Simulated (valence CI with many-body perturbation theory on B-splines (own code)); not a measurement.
Energy levels of Pm¹¹⁺

Computed by configuration interaction combined with many-body perturbation theory (CI+MBPT): four valence electrons over a frozen Dirac-Fock core [Kr] 4d10, a basis of 7 s, 7 p, 7 d, 7 f, 4 g, 2 h functions for each j, with the one-electron correlation potential Σ1 (screened to all orders), the two-electron term Σ2, the three-electron term Σ3, Breit, model QED; selected single and double excitations, second order for the rest, scaled by the run's own slope (own B-spline code, finite nucleus).

No measured levels were compared; by estimate terms of the open shell hold to a few per cent of their energy, and close levels can change places; configurations with another count of f electrons can be misplaced by thousands of cm⁻¹.

Levels 91 to 135 of 203, with energies above the lowest level, 4f2.5s2 3H_4. "Leading %" is the weight of the configuration and term that name the level; weights of strongly mixed levels are sums over their largest components and can fall short. In the jj column 3d3/2^4 stands for four electrons in 3d with j = 3/2.

```
No.  Configuration  Term  J  E (cm⁻¹)  Leading %                   Leading jj    Second component
 91         4f3.5s   3I°  5    170650         34      4f5/2^2 4f7/2 5s (48 %)     24 % 4f3.5s 3G°
 92         4f3.5s   1D°  2    170720         77      4f5/2 4f7/2^2 5s (52 %)      8 % 4f3.5s 3P°
 93         4f3.5s   3I°  6    170980         82      4f5/2^2 4f7/2 5s (55 %)     12 % 4f3.5s 3H°
 94         4f3.5s   3G°  5    171110         63      4f5/2 4f7/2^2 5s (76 %)     30 % 4f3.5s 3I°
 95         4f3.5s   1P°  1    171580         80            4f7/2^3 5s (51 %)     11 % 4f3.5s 3D°
 96         4f3.5s   3L°  7    171810         84      4f5/2 4f7/2^2 5s (48 %)      8 % 4f3.5s 1K°
 97      4f2.5s.5p   5D°  4    172060         36  4f5/2 4f7/2 5s 5p1/2 (34 %)     22 % 4f3.5s 5D°
 98         4f3.5s   3L°  8    172270         95      4f5/2 4f7/2^2 5s (61 %)                    
 99         4f3.5s   3I°  7    172550         87      4f5/2 4f7/2^2 5s (84 %)                    
100         4f3.5s   3L°  9    173510        100     4f5/2 4f7/2^2 5s (100 %)                    
101      4f2.5s.5p   3I°  5    173610         38  4f5/2 4f7/2 5s 5p1/2 (71 %)  13 % 4f2.5s.5p 1H°
102      4f2.5s.5p   3H°  4    174680         29  4f5/2 4f7/2 5s 5p1/2 (58 %)  17 % 4f2.5s.5p 3G°
103         4f3.5s   3D°  1    175840         93      4f5/2^2 4f7/2 5s (43 %)      4 % 4f3.5s 5D°
104         4f3.5s   3H°  4    176020         85      4f5/2 4f7/2^2 5s (48 %)   6 % 4f2.5s.5p 3F°
105      4f2.5s.5p   3G°  3    176400         59  4f5/2 4f7/2 5s 5p1/2 (52 %)  19 % 4f2.5s.5p 3F°
106         4f3.5s   3H°  6    176410         60      4f5/2 4f7/2^2 5s (45 %)     20 % 4f3.5s 1I°
107         4f3.5s   3H°  5    176810         83      4f5/2 4f7/2^2 5s (47 %)      8 % 4f3.5s 3I°
108         4f3.5s   3D°  2    177180         65      4f5/2 4f7/2^2 5s (43 %)     13 % 4f3.5s 3F°
109      4f2.5s.5p   3F°  2    177520         35  4f5/2 4f7/2 5s 5p1/2 (53 %)  28 % 4f2.5s.5p 1D°
110         4f3.5s   3D°  3    178080         73            4f7/2^3 5s (36 %)     12 % 4f3.5s 5D°
111      4f2.5s.5p   3G°  5    178130         36      4f7/2^2 5s 5p1/2 (46 %)  30 % 4f2.5s.5p 3H°
112      4f2.5s.5p   3H°  4    178530         36  4f5/2 4f7/2 5s 5p1/2 (55 %)  28 % 4f2.5s.5p 3F°
113         4f3.5s   3D°  2    179400         35      4f5/2^2 4f7/2 5s (38 %)     30 % 4f3.5s 1D°
114      4f2.5s.5p   3G°  3    179420         44  4f5/2 4f7/2 5s 5p1/2 (44 %)  17 % 4f2.5s.5p 3F°
115         4f3.5s   1I°  6    179640         27      4f5/2 4f7/2^2 5s (33 %)     21 % 4f3.5s 3H°
116         4f3.5s   1L°  8    180480         97      4f5/2 4f7/2^2 5s (79 %)                    
117         4f3.5s   1I°  6    181400         50      4f5/2 4f7/2^2 5s (41 %)  13 % 4f2.5s.5p 3I°
118      4f2.5s.5p   5D°  2    181620         14  4f5/2 4f7/2 5s 5p1/2 (57 %)  11 % 4f2.5s.5p 3F°
119      4f2.5s.5p   3H°  5    182190         37      4f7/2^2 5s 5p1/2 (69 %)  22 % 4f2.5s.5p 3G°
120      4f2.5s.5p   5D°  0    182190         90      4f5/2^2 5s 5p1/2 (46 %)                    
121         4f3.5s   3D°  3    183140         23      4f7/2^2 5s 5p1/2 (46 %)  22 % 4f2.5s.5p 3D°
122         4f3.5s   3D°  1    183260         43  4f5/2 4f7/2 5s 5p1/2 (41 %)  41 % 4f2.5s.5p 5D°
123         4f3.5s   3D°  1    183450         54  4f5/2 4f7/2 5s 5p1/2 (32 %)  34 % 4f2.5s.5p 5D°
124         4f3.5s   3F°  2    183750         51      4f5/2 4f7/2^2 5s (64 %)     36 % 4f3.5s 3D°
125         4f3.5s   3F°  3    184380         52      4f5/2 4f7/2^2 5s (43 %)     20 % 4f3.5s 3D°
126         4f3.5s   1H°  5    184520         92      4f5/2 4f7/2^2 5s (44 %)                    
127      4f2.5s.5p   3G°  4    184770         33      4f7/2^2 5s 5p1/2 (65 %)  23 % 4f2.5s.5p 1G°
128         4f3.5s   3D°  3    186000         65            4f7/2^3 5s (39 %)     21 % 4f3.5s 3F°
129         4f3.5s   3F°  4    186460         94            4f7/2^3 5s (42 %)                    
130      4f2.5s.5p   3F°  2    187600         27      4f7/2^2 5s 5p1/2 (24 %)     16 % 4f3.5s 1D°
131         4f3.5s   1D°  2    188400         40            4f7/2^3 5s (48 %)     17 % 4f3.5s 3D°
132      4f2.5s.5p   3I°  6    188460         52  4f5/2 4f7/2 5s 5p1/2 (66 %)  22 % 4f2.5s.5p 3K°
133        5s2.5p2    3P  1    188720         98      5s^2 5p1/2 5p3/2 (98 %)                    
134      4f2.5s.5p   3P°  2    189260         32      4f7/2^2 5s 5p1/2 (58 %)  29 % 4f2.5s.5p 5D°
135      4f2.5s.5p   3S°  1    190840         51  4f5/2 4f7/2 5s 5p1/2 (50 %)  25 % 4f2.5s.5p 5P°
```

Names give the largest LS component (configuration and term), which can be under half, so a name can repeat, a term be missing and a line seem to break the LS rules; names also repeat where a configuration has a term twice.

Where two levels of one J and parity lie close, their mixing, g and order are uncertain.
